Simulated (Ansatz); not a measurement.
Reaction (isomerisation): `CCNBN` → `NBCCN`

Program: Ansatz. Geometries: PBE0-D4/def2-TZVP. ΔE: electronic, gas phase. CCSD(T)/CBS adds triple-zeta CCSD(T) − MP2 to the extrapolated MP2 energy (def2 sets, frozen cores). DFT in def2-TZVPP. Each species was taken in one conformer, which may not be the lowest.

```csv
level,ΔE (kcal/mol)
PBE-D4,23.6
CCSD/CBS(def2),23.6
```

**Question.** What does CCSD(T)/CBS give? (Estimate.)

**Answer.** Computed: +23.4 kcal/mol. The listed levels differ from it by 0.2, 0.2 kcal/mol.

Largest T1 diagnostic among the species: 0.011.

In def2-TZVPP, CCSD(T) changes the Hartree–Fock value by −2.1 kcal/mol (the triples alone add −0.2 kcal/mol) and MP2 by −1.6 kcal/mol.
